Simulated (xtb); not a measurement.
C$_{6}$H$_{12}$BO$_{2}$ (SMILES [CH2]C1(C)OBOC1(C)C), doublet, from a rough starting geometry; xtb with GFN2-xTB.

Here is a job for xtb.
```
$ xtb mol.xyz --gfn 2 --uhf 1 --opt vtight --json

# file mol.xyz
21

C      1.55495862     0.12026233     1.30120452
C      0.82549522    -0.24971322     0.08145794
C      1.55178747     0.35093208    -1.09751295
O      0.92343832    -1.70058724    -0.06863929
B     -0.26972841    -2.30091477     0.05346564
O     -1.29312568    -1.37805223     0.25407917
C     -0.78784452     0.03241078     0.04124093
C     -1.27509670     0.53461516    -1.25744124
C     -1.20646341     0.83112786     1.25974449
H      1.90958121     1.07873841     1.42823734
H      1.60084644    -0.64526154     2.12392977
H      1.33283594     1.46332134    -1.02963300
H      1.21378483    -0.00161531    -2.02888959
H      2.59263625     0.21828430    -1.06601015
H     -0.42422072    -3.42613377     0.09039393
H     -2.35119424     0.55291390    -1.17627438
H     -0.92388224     1.55700846    -1.41357551
H     -1.04009043    -0.14156762    -2.06165136
H     -0.94326523     0.37328722     2.18758538
H     -0.73751392     1.79126772     1.17112591
H     -2.23203369     0.91663307     1.27284752
```

Write the output that xtb gives for this input, abridged.


```
   ID    Z sym.   atoms
    1    6 C      1-3, 7-9
    2    8 O      4, 6
    3    5 B      5
    4    1 H      10-21

           -------------------------------------------------
          |                Calculation Setup                |
           -------------------------------------------------

           -------------------------------------------------
          |                 G F N 2 - x T B                 |
           -------------------------------------------------

          ...................................................
          :                      SETUP                      :
          :.................................................:
          :  # basis functions                  48          :
          :  # atomic orbitals                  48          :
          :  # shells                           30          :
          :  # electrons                        51          :
          :  max. iterations                   250          :
          :  Hamiltonian                  GFN2-xTB          :
          :  restarted?                      false          :
          :  GBSA solvation                  false          :
          :  PC potential                    false          :
          :  electronic temp.          300.0000000     K    :
          :  accuracy                    1.0000000          :
          :  -> integral cutoff          0.2500000E+02      :
          :  -> integral neglect         0.1000000E-07      :
          :  -> SCF convergence          0.1000000E-05 Eh   :
          :  -> wf. convergence          0.1000000E-03 e    :
          :  Broyden damping             0.4000000          :
          :  net charge                          0          :
          :  unpaired electrons                  1          :
          ...................................................

 iter      E             dE          RMSdq      gap      omega  full diag
   1    -28.4906823 -0.284907E+02  0.574E+00    5.91       0.0  T
   2    -28.6618467 -0.171164E+00  0.338E+00    3.72       1.0  T
   3    -28.6668406 -0.499391E-02  0.155E+00    5.10       1.0  T
   4    -28.6719708 -0.513024E-02  0.431E-01    4.43       1.0  T
   5    -28.6746668 -0.269603E-02  0.196E-01    4.78       1.0  T
   6    -28.6748742 -0.207388E-03  0.475E-02    4.67       1.0  T
   7    -28.6748930 -0.188020E-04  0.192E-02    4.66       1.1  T
   8    -28.6748938 -0.776121E-06  0.550E-03    4.65       4.0  T
   9    -28.6748939 -0.101093E-06  0.180E-03    4.65      12.1  T
  10    -28.6748939 -0.157273E-08  0.111E-03    4.65      19.7  T
  11    -28.6748939 -0.610929E-08  0.512E-04    4.65      42.6  T
  12    -28.6748939  0.720380E-09  0.230E-04    4.65      94.7  T

   *** convergence criteria satisfied after 12 iterations ***

         :::::::::::::::::::::::::::::::::::::::::::::::::::::
         ::                     SUMMARY                     ::
         :::::::::::::::::::::::::::::::::::::::::::::::::::::
         :: total energy             -28.333129699362 Eh    ::
         :: gradient norm              0.153170879435 Eh/a0 ::
         :: HOMO-LUMO gap              4.652400266868 eV    ::
         ::.................................................::
         :: SCC energy               -28.674790864167 Eh    ::
         :: -> isotropic ES            0.073950087730 Eh    ::
         :: -> anisotropic ES          0.003810941636 Eh    ::
         :: -> anisotropic XC          0.009009831075 Eh    ::
         :: -> dispersion             -0.016044333706 Eh    ::
         :: repulsion energy           0.341661164805 Eh    ::
         :: add. restraining           0.000000000000 Eh    ::
         :: total charge              -0.000000000000 e     ::
         :::::::::::::::::::::::::::::::::::::::::::::::::::::

      -----------------------------------------------------------
     |                   =====================                   |
     |                        A N C O P T                        |
     |                   =====================                   |
     |               Approximate Normal Coordinate               |
     |                Rational Function Optimizer                |
      -----------------------------------------------------------
      -----------------------------------------------------------
     |                   =====================                   |
     |                        A N C O P T                        |
     |                   =====================                   |
     |               Approximate Normal Coordinate               |
     |                Rational Function Optimizer                |
      -----------------------------------------------------------

          ...................................................
          :                      SETUP                      :
          :.................................................:
          :   optimization level         verytight          :
          :   max. optcycles                   420          :
          :   ANC micro-cycles                  20          :
          :   degrees of freedom                57          :
          :.................................................:
          :   RF solver                   davidson          :
          :   write xtbopt.log                true          :
          :   linear?                        false          :
          :   energy convergence         0.1000000E-06 Eh   :
          :   grad. convergence          0.2000000E-03 Eh/α :
          :   maxmium RF displ.          1.0000000          :
          :   Hlow (freq-cutoff)         0.1000000E-01      :
          :   Hmax (freq-cutoff)         5.0000000          :
          :   S6 in model hess.         20.0000000          :
          ...................................................

generating ANC from exact Hessian ...
Using Lindh-Hessian (1995)
 Shifting diagonal of input Hessian by    7.1302606538539521E-003
[...]
 * total energy  :   -28.3562295 Eh     change       -0.7562568E-05 Eh
 * total energy  :   -28.3562353 Eh     change       -0.5767721E-05 Eh
 * total energy  :   -28.3562372 Eh     change       -0.1936190E-05 Eh
 * total energy  :   -28.3562389 Eh     change       -0.1649828E-05 Eh
 * total energy  :   -28.3562402 Eh     change       -0.1328085E-05 Eh
 * total energy  :   -28.3562409 Eh     change       -0.6547852E-06 Eh
 * total energy  :   -28.3562407 Eh     change        0.1485986E-06 Eh
 * total energy  :   -28.3562412 Eh     change       -0.4319372E-06 Eh
 * total energy  :   -28.3562413 Eh     change       -0.1579455E-06 Eh
 * total energy  :   -28.3562415 Eh     change       -0.1418738E-06 Eh
 * total energy  :   -28.3562414 Eh     change        0.2226383E-07 Eh
 * total energy  :   -28.3562415 Eh     change       -0.7943669E-07 Eh
   *** GEOMETRY OPTIMIZATION CONVERGED AFTER 78 ITERATIONS ***
         :: total energy             -28.356241519359 Eh    ::
[...]
        15        2.0000           -0.4888338             -13.3018
        16        2.0000           -0.4842090             -13.1760
        17        2.0000           -0.4756969             -12.9444
        18        2.0000           -0.4700418             -12.7905
        19        2.0000           -0.4671197             -12.7110
        20        2.0000           -0.4594934             -12.5035
        21        2.0000           -0.4554000             -12.3921
        22        2.0000           -0.4532327             -12.3331
        23        2.0000           -0.4441654             -12.0864
        24        2.0000           -0.4283782             -11.6568
        25        2.0000           -0.4109061             -11.1813
        26        1.0000           -0.3219230              -8.7600 (HOMO)
        27                         -0.1579567              -4.2982 (LUMO)
        28                          0.0124593               0.3390
        29                          0.0153499               0.4177
        30                          0.0568327               1.5465
        31                          0.0822736               2.2388
        32                          0.0927237               2.5231
        33                          0.1288617               3.5065
        34                          0.1419630               3.8630
        35                          0.1625660               4.4236
        36                          0.1749316               4.7601
        37                          0.2013957               5.4803
       ...                                ...                  ...
        48                          0.5240226              14.2594
      -------------------------------------------------------------
                  HL-Gap            0.1639663 Eh            4.4617 eV
             Fermi-level           -0.3031772 Eh           -8.2499 eV

     #   Z          covCN         q      C6AA      α(0)
     1   6 C        2.840    -0.124    31.138     9.145
     2   6 C        3.858     0.137    18.339     6.090
     3   6 C        3.756    -0.112    22.698     6.793
     4   8 O        1.638    -0.352    19.957     6.030
     5   5 B        2.706     0.429    15.472     6.598
     6   8 O        1.639    -0.352    19.945     6.028
     7   6 C        3.862     0.132    18.406     6.101
     8   6 C        3.755    -0.118    22.811     6.810
     9   6 C        3.755    -0.115    22.763     6.803
    10   1 H        0.926     0.043     2.406     2.426
    11   1 H        0.926     0.055     2.261     2.352
    12   1 H        0.925     0.049     2.334     2.389
    13   1 H        0.925     0.047     2.359     2.402
    14   1 H        0.925     0.056     2.243     2.342
    15   1 H        0.942    -0.079     4.868     3.449
    16   1 H        0.925     0.059     2.210     2.325
    17   1 H        0.925     0.045     2.379     2.412
    18   1 H        0.925     0.054     2.274     2.358
    19   1 H        0.925     0.047     2.360     2.402
    20   1 H        0.925     0.045     2.378     2.411
    21   1 H        0.925     0.054     2.271     2.357

 Mol. C6AA /au·bohr⁶  :       3612.561251
 Mol. C8AA /au·bohr⁸  :      80149.355753
 Mol. α(0) /au        :         90.023820

Wiberg/Mayer (AO) data.
largest (>0.10) Wiberg bond orders for each atom

 ---------------------------------------------------------------------------
     #   Z sym  total        # sym  WBO       # sym  WBO       # sym  WBO
 ---------------------------------------------------------------------------
     1   6 C    3.229 --     2 C    1.090    10 H    0.983    11 H    0.981
     2   6 C    3.941 --     1 C    1.090     3 C    0.965     4 O    0.948
                             7 C    0.869
     3   6 C    3.993 --    12 H    0.984    14 H    0.984    13 H    0.982
                             2 C    0.965
     4   8 O    2.271 --     5 B    1.180     2 C    0.948
     5   5 B    3.353 --     4 O    1.180     6 O    1.166    15 H    0.953
     6   8 O    2.273 --     5 B    1.166     7 C    0.960
     7   6 C    3.935 --     8 C    0.999     9 C    0.991     6 O    0.960
                             2 C    0.869
     8   6 C    3.994 --     7 C    0.999    17 H    0.984    18 H    0.982
                            16 H    0.978
     9   6 C    3.994 --     7 C    0.991    19 H    0.985    21 H    0.982
                            20 H    0.982
    10   1 H    0.998 --     1 C    0.983
    11   1 H    0.997 --     1 C    0.981
    12   1 H    0.998 --     3 C    0.984
    13   1 H    0.998 --     3 C    0.982
    14   1 H    0.997 --     3 C    0.984
    15   1 H    0.993 --     5 B    0.953
    16   1 H    0.996 --     8 C    0.978
    17   1 H    0.998 --     8 C    0.984
    18   1 H    0.997 --     8 C    0.982
    19   1 H    0.998 --     9 C    0.985
    20   1 H    0.998 --     9 C    0.982
    21   1 H    0.997 --     9 C    0.982
 ---------------------------------------------------------------------------

Topologies differ in total number of bonds
Writing topology from bond orders to xtbtopo.mol

molecular dipole:
                 x           y           z       tot (Debye)
 q only:       -0.038       0.821      -0.175
   full:       -0.007       0.964      -0.174       2.490
molecular quadrupole (traceless):
                xx          xy          yy          xz          yz          zz
 q only:       -1.042      -0.182      -1.257      -1.608       0.008       2.299
  q+dip:       -0.983      -0.015      -2.580      -1.390      -0.019       3.563
   full:       -1.138      -0.207      -2.849      -1.933       0.071       3.987

optimized geometry written to: xtbopt.xyz

           -------------------------------------------------
          | TOTAL ENERGY              -28.356241519359 Eh   |
          | GRADIENT NORM               0.000065640782 Eh/α |
          | HOMO-LUMO GAP               4.461749221883 eV   |
           -------------------------------------------------
```
